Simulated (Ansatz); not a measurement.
Relaxation of BClH₃NO (7 atoms, charge 0, multiplicity 1), to a largest force component of 0.02 eV/Å in at most 40 steps.

These are results of Ansatz, RKS r2SCAN-D4/def2-SVPD, not measurements.

```xyz
7
Properties=species:S:1:pos:R:3:forces:R:3
B 0.000 0.000 0.000 0.58 -0.07 2.76
N 0.000 0.000 1.550 -0.38 -0.07 -2.71
H -0.877 -0.271 2.080 1.73 0.83 -0.75
H 0.877 0.271 2.080 -1.71 -0.75 -0.85
O 1.221 0.000 -0.705 -0.93 -1.83 0.46
H 1.521 -0.952 -0.860 -0.47 1.97 0.24
Cl -1.611 0.000 -0.930 1.18 -0.09 0.86
```

Task: Where does it end, and by what steps?

Result: It converged. After 10 steps the energy has fallen by 1.091 eV; H6 moved furthest, 0.73 Å.

```
step  energy less start (eV)  largest force component (eV/Å)  accepted
   0                  0.0000                           2.758       yes
   1                 -0.6007                           1.396       yes
   2                 -0.6768                           1.633       yes
   3                 -0.8117                           0.698       yes
   4                 -0.9296                           0.898       yes
   5                 -1.0531                           0.476       yes
   6                 -1.0895                           0.104       yes
   7                 -1.0903                           0.130       yes
   8                 -1.0909                           0.021       yes
   9                 -1.0909                           0.020       yes
  10                 -1.0909                           0.004       yes
```

```xyz
7
Properties=species:S:1:pos:R:3
B 0.097 -0.179 0.164
N -0.035 0.042 1.538
H -0.926 0.153 1.995
H 0.771 0.100 2.145
O 1.323 -0.324 -0.411
H 1.290 -0.471 -1.361
Cl -1.389 -0.272 -0.855
```

Whether the end is a true minimum wasn't checked by a vibrational analysis.

The run took 20 s on 4 threads of Arm Neoverse V1, with other jobs on the host, peak memory 0.17 GiB.
